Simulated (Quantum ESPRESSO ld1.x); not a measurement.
Radial electron density D(r) = 4 pi r^2 rho(r) of an atom or ion with 66 electrons. All-electron calculation, Dirac Kohn-Sham, PBEsol, spin-unpolarised, spherical densities, point nucleus. Program: ld1.x of Quantum ESPRESSO 7.5.

| r (bohr) | D(r) (e/bohr) |
|---|---|
| 0.003429 | 33.03 |
| 0.00396 | 39.46 |
| 0.004537 | 46.20 |
| 0.00524 | 53.92 |
| 0.006003 | 61.58 |
| 0.006933 | 69.76 |
| 0.007943 | 77.15 |
| 0.009173 | 84.12 |
| 0.01051 | 89.36 |
| 0.01214 | 92.99 |
| 0.0139 | 94.28 |
| 0.01593 | 93.48 |
| 0.0184 | 90.75 |
| 0.02108 | 87.31 |
| 0.02434 | 84.18 |
| 0.02789 | 83.26 |
| 0.03221 | 85.84 |
| 0.0369 | 92.13 |
| 0.04262 | 102.0 |
| 0.04883 | 112.0 |
| 0.05639 | 119.8 |
| 0.0646 | 121.6 |
| 0.07461 | 116.5 |
| 0.08548 | 107.0 |
| 0.09872 | 96.96 |
| 0.1131 | 92.73 |
| 0.1306 | 96.22 |
| 0.1496 | 104.0 |
| 0.1728 | 109.3 |
| 0.198 | 104.5 |
| 0.2287 | 88.14 |
| 0.262 | 68.48 |
| 0.3001 | 54.04 |
| 0.3466 | 50.23 |
| 0.3971 | 54.80 |
| 0.4586 | 59.68 |
| 0.5254 | 57.84 |
| 0.6068 | 48.48 |
| 0.6952 | 36.75 |
| 0.8029 | 26.04 |
| 0.9199 | 19.39 |
| 1.062 | 15.25 |
| 1.217 | 12.51 |
| 1.406 | 9.713 |
| 1.61 | 6.988 |
| 1.86 | 4.362 |
| 2.131 | 2.456 |
| 2.461 | 1.156 |
| 2.819 | 0.4929 |
| 3.256 | 0.1726 |
| 3.73 | 0.05588 |
| 4.308 | 0.01474 |
| 4.936 | 0.003704 |

What is the nuclear charge?

Answer. Z = 68. The innermost maximum, from 1s, lies near gamma/Z bohr with gamma = sqrt(1 - (Z/c)^2) = 0.868, here 0.0128 bohr (found: 0.0141), and its height grows with Z. The density is that of the erbium ion Er2+ in [Xe] 4f12; the configuration itself is not fixed sharply by these data, and Z only to a few units. D(r) has 4 maxima, at r = 0.0141, 0.0626, 0.174, 0.477 bohr, and minima at 0.0272, 0.114, 0.338 bohr, inside which lie 2.01, 11.14, 29.64 electrons.
